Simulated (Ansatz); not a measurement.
`[GaH2][SeH]` + `ClBCl` → `ClB(Cl)[SeH]` + `[GaH3]`  (formal exchange of groups at the Se–Ga bond)

Calculated with Ansatz (gas phase, PBE0-D4/def2-TZVP geometries, no zero-point term in ΔE). CBS: MP2 limit from def2 TZ/QZ plus the TZ coupled-cluster correction, frozen cores. This one scheme is used for every species. Functionals use def2-TZVPP. For Ga, Se outer-core shells are correlated without core-valence functions, which leaves a few kJ/mol of doubt a bond. Scalar relativity is left out up to krypton. One conformer a species, not always the lowest.

CCSD(T)/CBS gives +0.64 eV.

**Question.** Another level gave +0.61 eV. Which?
A. B97M-V/def2-TZVPP
B. BHLYP/def2-TZVPP
C. ωB97M-V/def2-TZVPP
D. HF/def2-TZVPP

**Answer.** C. ωB97M-V 0.61, HF/def2-TZVPP 0.80, BHLYP 0.72, B97M-V 0.49 eV.

**Question.** What do rigid-rotor, harmonic-oscillator terms from PBE0-D4/def2-TZVP frequencies (298.15 K, 1 bar) make of the CCSD(T)/CBS value? (Estimate.)

**Answer.** The calculation gave: ΔZPE = -0.07 eV, ΔH = +0.57 eV, ΔS = -17 J/(mol·K), ΔG = +0.63 eV.

Largest T1 diagnostic among the species: 0.013.

At CCSD(T), def2-SVP lies −0.04 eV from the extrapolated value and def2-TZVPP −0.01 eV. From BLYP to BHLYP (50 % exact exchange), in def2-TZVPP and without D4, ΔE moves by +0.04 eV. Leaving LDA and LC-ωPBE aside and taking each functional with its dispersion term where it has one, the values, not all of them listed here, spread over 0.19 eV, from B97M-V to BHLYP-D4. LDA lies −0.08 eV from PBE without D4.
